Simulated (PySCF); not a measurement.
**`CCCC[P@@](=O)(O)CC`: 4 charge schemes on one density**

Species: C6H15O2P.
Atom-mapped SMILES: `[CH3:1][CH2:2][CH2:3][CH2:4][P@@:5](=[O:6])([OH:7])[CH2:8][CH3:9]` (hydrogens: H10, H11, H12 on C1; H13, H14 on C2; H15, H16 on C3; H17, H18 on C4; H19 on O7; H20, H21 on C8; H22, H23, H24 on C9)

Structure used (GFN2-xTB), in Å, numbered top down from 1:
```xyz
24
C6H15O2P angstrom
C      3.8316   -0.3565   -0.2611
C      2.5575    0.3950    0.1048
C      1.3208   -0.2777   -0.4851
C      0.0300    0.4289   -0.0948
P     -1.3618   -0.4102   -0.9527
O     -1.1519   -0.6811   -2.3812
O     -1.5244   -1.7923   -0.1246
C     -2.9090    0.5080   -0.5713
C     -3.1637    0.6759    0.9166
H      3.9472   -0.4048   -1.3413
H      3.7981   -1.3730    0.1249
H      4.7034    0.1410    0.1571
H      2.6216    1.4212   -0.2642
H      2.4611    0.4395    1.1924
H      1.2744   -1.3154   -0.1445
H      1.3912   -0.2930   -1.5750
H      0.0460    1.4717   -0.4168
H     -0.1275    0.3937    0.9825
H     -1.5099   -2.5049   -0.7660
H     -3.7078   -0.0680   -1.0458
H     -2.8518    1.4713   -1.0799
H     -2.4421    1.3592    1.3576
H     -3.0833   -0.2842    1.4206
H     -4.1612    1.0754    1.0888
```

Density: PBE0/pcSseg-1 (PySCF); schemes: Mulliken, IAO, Hirshfeld and ESP-fitted. One conformer (not necessarily the lowest) at the GFN2-xTB geometry, without solvent, vibrations or thermal averaging.

Problem. Tabulate the Mulliken, IAO, Hirshfeld and ESP-fitted charges.

Solution. In e; atoms taken as equivalent share a row and are averaged (×n: the atom named and its like, n in all):

| atom | environment | Mulliken | IAO | Hirshfeld | ESP-fitted |
| --- | --- | --- | --- | --- | --- |
| C1 | methyl carbon | -0.257 | -0.417 | -0.116 | -0.342 |
| C2 | chain CH2 carbon | -0.254 | -0.243 | -0.064 | +0.161 |
| C3 | chain CH2 carbon | -0.278 | -0.251 | -0.068 | +0.108 |
| C4 | sp3 carbon bound to phosphorus | -0.479 | -0.521 | -0.114 | -0.391 |
| P5 | phosphoryl phosphorus | +1.094 | +1.690 | +0.481 | +0.894 |
| O6 | phosphoryl oxygen | -0.613 | -0.927 | -0.410 | -0.678 |
| O7 | hydroxyl oxygen | -0.522 | -0.780 | -0.243 | -0.631 |
| C8 | sp3 carbon bound to phosphorus | -0.485 | -0.518 | -0.112 | -0.179 |
| C9 | methyl carbon | -0.297 | -0.421 | -0.118 | -0.149 |
| H10/H11/H12 | methyl hydrogen | +0.111 | +0.139 | +0.040 | +0.080 |
| H13 | methylene hydrogen | +0.115 | +0.128 | +0.036 | -0.022 |
| H14 | methylene hydrogen | +0.112 | +0.127 | +0.035 | -0.027 |
| H15 | methylene hydrogen | +0.124 | +0.132 | +0.034 | -0.001 |
| H16 | methylene hydrogen | +0.147 | +0.147 | +0.037 | +0.030 |
| H17 | methylene hydrogen | +0.152 | +0.150 | +0.048 | +0.109 |
| H18 | methylene hydrogen | +0.157 | +0.152 | +0.045 | +0.125 |
| H19 | hydroxyl hydrogen | +0.251 | +0.378 | +0.180 | +0.434 |
| H20 | methylene hydrogen | +0.157 | +0.161 | +0.051 | +0.081 |
| H21 | methylene hydrogen | +0.155 | +0.157 | +0.050 | +0.077 |
| H22/H23/H24 | methyl hydrogen | +0.128 | +0.147 | +0.042 | +0.053 |

Mean size of the charges over all atoms: IAO 0.340 e, Mulliken 0.265 e, ESP-fitted 0.202 e, Hirshfeld 0.104 e. Each set sums to the total charge, 0, to within 0.001 e. The Mulliken scheme counts on each atom the diagonal of the density matrix times the overlap matrix over that atom's basis functions. The ESP scheme is a least-squares fit of atom-centred charges to the potential on four shells outside the van der Waals surface, with the total charge fixed.

Some averages cover members that differ in this geometry: H22/H23/H24, ESP-fitted +0.035 to +0.064 e.

Lowest charge. All schemes agree: Mulliken O6 (-0.613); IAO O6 (-0.927); Hirshfeld O6 (-0.410); ESP-fitted O6 (-0.678).

Highest charge. All schemes agree: Mulliken P5 (+1.094); IAO P5 (+1.690); Hirshfeld P5 (+0.481); ESP-fitted P5 (+0.894).

Problem. Sum the charges by element, for elements with more than one atom.

Solution. 
```csv
element,atoms,Mulliken,IAO,Hirshfeld,ESP-fitted
C,6,-2.050,-2.371,-0.591,-0.792
O,2,-1.135,-1.707,-0.653,-1.309
H,15,+2.091,+2.388,+0.762,+1.208
```

Problem. How closely do the schemes follow one another over all atoms?

Solution. Correlation coefficient and root-mean-square difference: Mulliken with IAO 0.99, 0.156 e; IAO with Hirshfeld 0.98, 0.340 e; Mulliken with Hirshfeld 0.95, 0.206 e; Hirshfeld with ESP-fitted 0.94, 0.171 e; IAO with ESP-fitted 0.92, 0.238 e; Mulliken with ESP-fitted 0.88, 0.164 e.
